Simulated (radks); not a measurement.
The numbers below are computed, except where a source is named.
Trend from Sc+ to Zn+: ionisation energy by Delta-SCF between NIST ground configurations, and size. Code: a radial shooting solver on a logarithmic mesh with Libxc functionals. Model: Dirac Kohn-Sham, PBE, spin-unpolarised, spherical densities, finite nucleus; open shells are shared between the two j in proportion to 2j + 1; Fermi nuclear charge, rms radius of each element as measured or else 0.836 A^(1/3) + 0.57 fm.

species  configuration  IE (eV)  NIST (eV)  kind   -e(HOMO) (eV)  r at 0.001 e/bohr^3 (bohr)
Sc+       [Ar] 3d1 4s1   12.768     12.800  exp.   9.727 (4s1/2)                        4.27
Ti+       [Ar] 3d2 4s1   13.572     13.576  exp.  10.350 (4s1/2)                        4.19
V+            [Ar] 3d4   14.834      14.63  exp.   8.965 (3d5/2)                        3.69
Cr+           [Ar] 3d5   16.052     16.486  exp.   9.843 (3d5/2)                        3.63
Mn+       [Ar] 3d5 4s1   15.599     15.640  exp.  11.877 (4s1/2)                        3.95
Fe+       [Ar] 3d6 4s1   16.203     16.199  exp.  12.328 (4s1/2)                        3.88
Co+           [Ar] 3d8   19.345     17.084  exp.  12.172 (3d5/2)                        3.44
Ni+           [Ar] 3d9   20.356     18.169  exp.  12.875 (3d5/2)                        3.38
Cu+          [Ar] 3d10   21.333     20.292  exp.  13.550 (3d5/2)                        3.32
Zn+      [Ar] 3d10 4s1   18.443     17.964  exp.  13.997 (4s1/2)                        3.63

Reference values: NIST Atomic Spectra Database (exp. = measured, semi-emp. = semi-empirical, theory = theoretical value adopted there). Spin polarisation and multiplet splitting are left out, so open shells lie too high by an amount that depends on their filling.

Beside tabulated values, note that spin-unpolarised runs miss the spin-polarisation part of the exchange energy of open shells.
